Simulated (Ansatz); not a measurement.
`C[O][SnH2][SeH]` + `[SiH3]Br` → `[SeH][SiH2]Br` + `C[O][SnH3]`  (formal exchange of groups at the Se–Sn bond)

Program: Ansatz. Geometries: PBE0-D4/def2-TZVP. ΔE: electronic, gas phase. CBS: MP2 limit from def2 TZ/QZ plus the TZ coupled-cluster correction, frozen cores. Functionals use def2-TZVPP. Elements past krypton have def2 core potentials. For Br, Se, Sn outer-core shells are correlated without core-valence functions, which leaves a few kJ/mol of doubt a bond. Scalar relativity is left out up to krypton. Each species was taken in one conformer, which may not be the lowest.

| species | r2SCANh energy (Eh) |
| --- | --- |
| `C[O][SnH2][SeH]` | -2732.84446 |
| `[SiH3]Br` | -2865.45010 |
| `[SeH][SiH2]Br` | -5267.02943 |
| `C[O][SnH3]` | -331.25652 |

**Question.** Work out ΔE.

**Answer.** ΔE = (-5267.02943) + (-331.25652) − (-2732.84446) − (-2865.45010) = 0.00861 Eh = +22.6 kJ/mol. CCSD(T)/CBS gives +28.5 kJ/mol.

Largest T1 diagnostic among the species: 0.013.

In def2-TZVPP, CCSD(T) changes the Hartree–Fock value by −7.3 kJ/mol (the triples alone add −0.2 kJ/mol) and MP2 by −6.4 kJ/mol. Leaving LDA and LC-ωPBE aside and taking each functional with its dispersion term where it has one, the values, not all of them listed here, spread over 11.9 kJ/mol, from B97M-V to BHLYP-D4. LDA lies −4.8 kJ/mol from PBE without D4.
